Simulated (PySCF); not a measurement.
An unknown is described by computed data only.

Formula: C4H4F3OP.

| Quantity | Value |
| --- | --- |
| UV, strongest line | among the 8 lowest singlet transitions: S8 at 8.44 eV (147 nm, f = 0.056) [TDDFT CAM-B3LYP/def2-SVPD] |
| 1H NMR | chemical shifts (computed TMS as zero) by class: 2.50 (1 H), 1.81 (3 H) ppm [GIAO PBE0/pcSseg-1] |
| UV, first state | lowest singlet excitation: 6.06 eV (205 nm, f = 0.000) [TDDFT CAM-B3LYP/def2-SVPD] |
| Polarisability | 73.1 au [CAM-B3LYP/def2-SVPD] |
| Triplet | lowest triplet excitation (Tamm–Dancoff): 5.00 eV [TDA CAM-B3LYP/def2-SVPD] |
| Rotational structure | rotational constants A, B, C: 1.754, 1.257, 1.069 GHz [GFN2-xTB] |
| 13C NMR | chemical shifts (computed TMS as zero) by class: 131.1 (1 C), 100.4 (1 C), 80.9 (1 C), 18.4 (1 C) ppm [GIAO PBE0/pcSseg-1] |
| NMR, other nuclei | isotropic shieldings of nuclei other than C and H, by class: 236 (1 O), 262 (3 F), 339 (1 P) ppm [GIAO PBE0/pcSseg-1] |

Gas-phase values; electronic properties from PySCF, density fitting. Levels stand in brackets. Isolated species at its GFN2-xTB geometry, gas phase. NMR classes are plain means over equivalent atoms (diastereotopic ones count apart unless rotation or inversion swaps them), as if these changed places fast.

**Question.** Propose a structure and show how it fits.

**Answer.** Numbering: `[CH:1]#[C:2][P@:3]([CH3:4])(=[O:5])[C:6]([F:7])([F:8])[F:9]`. 4 carbons fall into 4 classes; from least to most shielded: CF3 carbon [C6] (131.1 ppm), terminal alkyne carbon [C1] (100.4 ppm), alkyne carbon [C2] (80.9 ppm), sp3 carbon bound to phosphorus [C4] (18.4 ppm). Hydrogen classes from least to most shielded: 1 H on a terminal alkyne carbon, C1 (2.50 ppm), 3 H on an sp3 carbon bound to phosphorus, C4 (1.81 ppm). The other shieldings belong to: 236 ppm, phosphoryl oxygen [O5]; 262 ppm, fluorine of a CF3 group [F7/F8/F9]; 339 ppm, phosphoryl phosphorus [P3]. The optimised geometry has point group C1 and is an asymmetric top. Structure: `C#C[P@](C)(=O)C(F)(F)F`. Computed isomers that give other values at the same levels: `O=C=PCCC(F)(F)F` (13C chemical shifts (computed TMS as zero) by class: 219.9 (1 C), 134.1 (1 C), 43.4 (1 C), 10.6 (1 C) ppm). The assignments are read from this structure; whether some other isomer fits the data as well wasn't checked. The mirror image fits equally.

The values belong to the conformer `[CH:1]#[C:2][P@:3]([CH3:4])(=[O:5])[C:6]([F:7])([F:8])[F:9]`: C2–P3–C6–F7 66°.
